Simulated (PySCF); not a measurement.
Problem. Give a PBE0-D3(BJ)/def2-SVP geometry of `[SiH3]C[SiH2]P`.

Solution. 
```xyz
13
CH9PSi2 angstrom
Si    -2.2035   -0.4096   -0.2749
C     -0.4871   -0.8274    0.3778
Si     0.9208    0.1372   -0.4131
P      2.8945   -0.5786    0.4476
H     -2.5137    1.0316   -0.0244
H     -3.2465   -1.2437    0.3986
H     -2.2730   -0.6584   -1.7476
H     -0.4740   -0.6474    1.4670
H     -0.3011   -1.9050    0.2294
H      0.9651   -0.1298   -1.8842
H      0.7090    1.6054   -0.2134
H      2.7263    0.1365    1.6741
H      3.6510    0.4679   -0.1624
```

Orientation and origin are arbitrary. Atoms count from 1 in this order. Si1 (SiH3 silicon) is tetrahedral (angles from 108.4° to 110.8°). The 4 heavy atoms lie in one plane (0.020 Å rms). Si3 (SiH2 silicon) is tetrahedral (angles from 106.9° to 112.5°). P4 (three-coordinate phosphorus) is pyramidal (angles 93.9°, 93.7° and 93.6°, sum 281.2°, 0.86 Å off the plane of its three neighbours).

Bonds between heavy atoms (Å): Si1–C2 1.883, C2–Si3 1.881, Si3–P4 2.269.

The calculation used PBE0-D3(BJ)/def2-SVP geometry optimisation, gas phase in PySCF 2.14.0.

Whether it is a minimum is left open (no frequencies). One conformer, not necessarily the lowest (Si1–C2–Si3–P4 -178°, C2–Si3–P4–H -77° and -171°).
